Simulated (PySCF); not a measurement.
CH6O2Si2, SMILES O[Si@H]1OC[SiH2]1.

Geometry: PBE0-D3(BJ)/def2-SVP. The structure was generated by enumeration; whether it is a known compound was not checked. The values are those of a single conformer.

Computed with PySCF with PBE0-D3(BJ)/def2-SVP.

Frequencies are harmonic and unscaled.

```csv
mode,ν (cm⁻¹),IR (km/mol),moving atoms (share of kinetic energy)
1,85,1.9,"O 41 %, H 33 %, C 24 %"
2,151,8.3,"H 36 %, O 35 %, Si 28 %"
3,250,34.2,"H 40 %, O 39 %, Si 19 %"
4,347,81.4,"H 52 %, O 30 %, Si 18 %"
5,401,45.4,"H 42 %, O 26 %, Si 24 %"
6,444,2.4,"Si 69 %, H 12 %, O 11 %"
7,450,12.7,"H 58 %, Si 30 %, O 9 %"
8,540,9.3,"H 87 %, Si 9 %"
9,646,21.3,"H 53 %, C 34 %, Si 12 %"
10,707,89.1,"H 55 %, C 23 %, Si 19 %"
11,731,44.6,"H 55 %, O 34 %, Si 8 %"
12,797,62.3,"H 83 %, O 12 %"
13,816,155.1,"H 38 %, O 32 %, Si 28 %"
14,830,14.0,"H 72 %, C 22 %"
15,900,278.2,H 86 %
16,922,45.2,"H 59 %, O 22 %, Si 19 %"
17,943,115.9,"H 45 %, Si 31 %, O 23 %"
18,1048,120.0,"O 48 %, C 48 %"
19,1207,0.4,H 91 %
20,1254,6.2,"H 74 %, C 19 %"
21,1463,1.6,H 93 %
22,2213,95.2,H 98 %
23,2227,88.0,H 96 %
24,2270,153.2,H 97 %
25,3055,35.7,H 95 %
26,3113,13.4,"H 90 %, C 10 %"
27,3927,102.9,H 94 %
```
